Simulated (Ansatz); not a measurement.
System: trihydroxy(propan-2-yl)silane, C3H10O3Si, net charge 0, singlet state. SMILES: [Si](O)(O)(O)C(C)C
Coordinates optimised at B3LYP-D3(BJ)/def2-TZVP (Ansatz, a quantum-chemistry and plane-wave program):
```xyz
17

C     -1.1894     1.7328    -0.8032
C     -1.1859     0.3339    -0.1699
C     -1.8312    -0.6961    -1.1083
Si     0.5281    -0.1845     0.3602
O      1.4106    -0.2422    -1.0338
O      1.1964     0.8307     1.4665
O      0.5495    -1.6194     1.1613
H     -0.5813     1.7544    -1.7100
H     -0.8002     2.4909    -0.1194
H     -2.2043     2.0336    -1.0770
H     -1.7777     0.3747     0.7522
H     -2.8450    -0.3917    -1.3821
H     -1.2560    -0.8010    -2.0305
H     -1.9040    -1.6824    -0.6437
H      2.3324    -0.5053    -0.9665
H      1.3801     1.7294     1.1855
H      0.2494    -2.3958     0.6841
```
Charge 0, spin multiplicity 1.

Parts of the frozen-core correlation energy in cc-pwCVTZ (Ansatz, hartree). Frozen orbitals: 11; correlated occupied orbitals by spin: 22 and 22; virtual: 424 and 424. Spin-orbit coupling is left out. Non-relativistic.

```tsv
term	value
reference (HF)	-633.28512
MP2 opposite-spin	…
MP2 same-spin	-0.33818
CCSD correlation	…
(T)	…
T1 diagnostic	0.010
largest doubles amplitude	0.012
```

Q: Complete the blanks.

A: 
- MP2 opposite-spin, value: -1.05890
- CCSD correlation, value: -1.43676
- (T), value: -0.05469
